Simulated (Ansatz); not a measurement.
```xyz
11

C     0.4647   -1.8627    0.0417
N     0.3150   -0.4705    0.1581
Mo   -0.3852    1.0921    0.2443
O     0.7232    1.9962   -0.9167
F    -0.0450    1.3213    2.0400
Cl   -1.7835    2.9791    0.4501
Cl   -2.2323    0.1267   -0.7277
H     0.6258   -2.3136    1.0261
H    -0.4525   -2.2758   -0.3986
H     1.3131   -2.1059   -0.6061
H     1.4567    1.5131   -1.3113
```

Total charge 0; spin multiplicity 1. Mo takes the def2 core potential.

**Question.** List the PBE/def2-TZVPP orbital energies in eV (Ansatz). (Best estimate.)

**Answer.** Computed: Occupied: -2738.90, -2737.85, -660.10, -511.96, -382.13, -270.80, -249.45, -248.43, -190.14, -190.03, -189.95, -189.06, -188.99, -188.97, -69.55, -43.64, -43.47, -43.37, -28.86, -25.76, -22.52, -19.98, -19.03, -16.63, -13.73, -12.31, -12.08, -11.96, -11.59, -10.99, -10.72, -10.22, -9.59, -9.18, -9.05, -8.23, -7.79, -7.69, -7.13, -6.93, -6.64. Lowest empty: -3.62, -3.55, -3.31, -2.76, -1.38, -0.26, 0.22, 0.73.
